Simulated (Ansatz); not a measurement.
Total energies of CH4GeO2Zn.

```xyz
9

O     1.756    0.461    0.803
C     0.611    0.730    0.091
Zn   -1.229    1.349    0.873
O    -2.147   -0.084    0.033
Ge   -0.622   -0.742   -0.570
H     1.583   -0.239    1.439
H     0.873    1.449   -0.688
H    -0.200   -2.058    0.126
H    -0.624   -0.866   -2.106
```

Charge 0, multiplicity 1. For Zn the d shell is correlated and the shells below it are frozen. Correlated methods include outer-core shells of Ge, which these sets cover unevenly. Scalar relativity is left out up to krypton. All single points use the PBE0-D4/def2-TZVP geometry. It is one conformer, not always the lowest. Basis def2-TZVPP, Ansatz.

RPA on PBE orbitals: Hartree–Fock energy of these orbitals -4042.99365 Eh, correlation -2.04427 Eh (frozen core).

| functional | energy without D4 (Eh) | D4 term (kJ/mol) |
| --- | --- | --- |
| LDA (SPW92) | -4039.92406 | – |
| PBE | -4046.61793 | -21.1 |
| revPBE | -4047.06619 | -59.7 |
| BLYP | -4047.50775 | -46.2 |
| r2SCAN | -4047.28688 | -4.9 |
| B97M-V | -4046.61514 | – |
| PBE0 | -4046.68103 | -17.8 |
| B3LYP | -4047.49809 | -34.5 |
| r2SCANh | -4047.24769 | -5.2 |
| r2SCAN0 | -4047.19200 | -5.8 |
| HSE06 (plane-wave form) | -4046.67173 | -16.7 |
| BHLYP | -4047.22657 | -28.4 |
| CAM-B3LYP | -4047.55819 | -18.3 |
| LC-ωPBE | -4046.77099 | – |
| ωB97X-V | -4046.97157 | – |
| ωB97M-V | -4047.12039 | – |
| B2PLYP | -4046.62307 | – |
| PBE-QIDH | -4046.07885 | – |

B3LYP takes the VWN-RPA correlation (the form of Gaussian; ORCA's B3LYP/G). HSE06 is the plane-wave form, built on full-range PBE exchange. The double hybrids freeze the cores in their second-order part.

LC-ωPBE has ω = 0.4 bohr⁻¹.
